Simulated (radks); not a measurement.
The chlorine anion Cl-, [Ar], held by a Watson sphere: a shell of charge +1 at radius R that stands for the Madelung well of a crystal (potential energy -1/R inside, -1/r outside, in hartree with lengths in bohr). Method: non-relativistic Kohn-Sham, LDA (Slater exchange, VWN5 correlation), spin-unpolarised, spherical densities, point nucleus; computed with a radial shooting solver on a logarithmic mesh with Libxc functionals. Response by self-consistent Sternheimer equations with the Hartree and adiabatic LDA kernel. The sphere does not respond.

R (bohr)  e(2p) (eV)  e(3s) (eV)  e(3p) (eV)  <r> 3p (bohr)  sum of <r^2> (bohr^2)  X-ray form factor at sin(theta)/lambda = 0.3 1/angstrom  alpha (bohr^3)
2.67         -189.17     -19.467      -8.098          1.944                  35.14                                                    9.542           22.10
3.09         -188.75     -18.762      -7.440          1.976                  36.31                                                    9.541           25.10
3.53         -188.27     -18.109      -6.805          2.002                  37.28                                                    9.543           28.21
3.59         -188.20     -18.027      -6.724          2.004                  37.39                                                    9.544           28.62
4            -187.76     -17.499      -6.199          2.021                  38.07                                                    9.546           31.35
4.34         -187.41     -17.108      -5.807          2.031                  38.52                                                    9.547           33.45
